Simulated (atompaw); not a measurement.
**technetium (Tc): one change to a PAW (atompaw) potential, before and after**

| Property | Result |
| --- | --- |
| Element | Tc |
| Generator | atompaw 4.2.0.5 |
| Type | PAW |
| Functional | PBE |
| Relativity | scalar-relativistic |
| Frozen core | [Kr] |
| Valence charge | 7 |
| Reference configuration | 4d5 5s1.75 5p0.25 |
| Partial waves | 5s (bound): rc 2.90 bohr; 5s channel at 0.1 Ry: rc 2.95 bohr; 5p (bound): rc 2.95 bohr; 5p channel at 2.05 Ry: rc 2.95 bohr; 4d (bound): rc 1.70 bohr; 4d channel at 0.05 Ry: rc 2.95 bohr |
| Local potential | ultrasoft scheme with l = 3 at 0 Ry, radius 2.65 bohr |
| Core correction | smooth core density matched at 2.80 bohr |
| Augmentation charge | sinc compensation charge, radius 2.80 bohr; PAW radius 2.95 bohr; waves and projectors: custom rrkj vanderbiltortho |

Change: all radii scaled by about 1.30 (s 3.76, p 3.82, d 2.20 bohr); local potential ultrasoft scheme with l = 3 at 0 Ry, radius 3.44 bohr; augmentation sinc compensation charge, radius 3.62 bohr; PAW radius 3.82 bohr; waves and projectors: custom rrkj vanderbiltortho; core correction smooth core density matched at 3.62 bohr.

Cutoffs: the cutoffs (Ry, on a coarse ladder) from which the occupation-weighted sum of valence levels, in a spherical-Bessel basis at the reference potential, stays within 10 and 1 mRy of its value at 400 Ry; they do not see the model core or the augmentation charge, which bear on the density cutoff.

**Question.** What does the change do?

**Answer.** The potential gets softer (35 Ry and 55 Ry → 21 Ry and 35 Ry); neither file shows a bound ghost. A larger radius leaves more room for a smooth pseudo-wave, so fewer plane waves are needed.

| quantity | base | changed |
| --- | --- | --- |
| cutoff, loose | 35 Ry | 21 Ry |
| cutoff, tight | 55 Ry | 35 Ry |
| loose cutoff by channel (10 mRy a level) | s 6 Ry, p 6 Ry, d 30 Ry | s 6 Ry, p 6 Ry, d 18 Ry |
| bound ghosts | none | none |
| lowest overlap eigenvalue by channel | s 0.17, p 0.58, d 0.28 | s 0.32, p 0.49, d 0.49 |

 The cutoffs see the waves, projectors and local potential, not the compensation charge or the core.
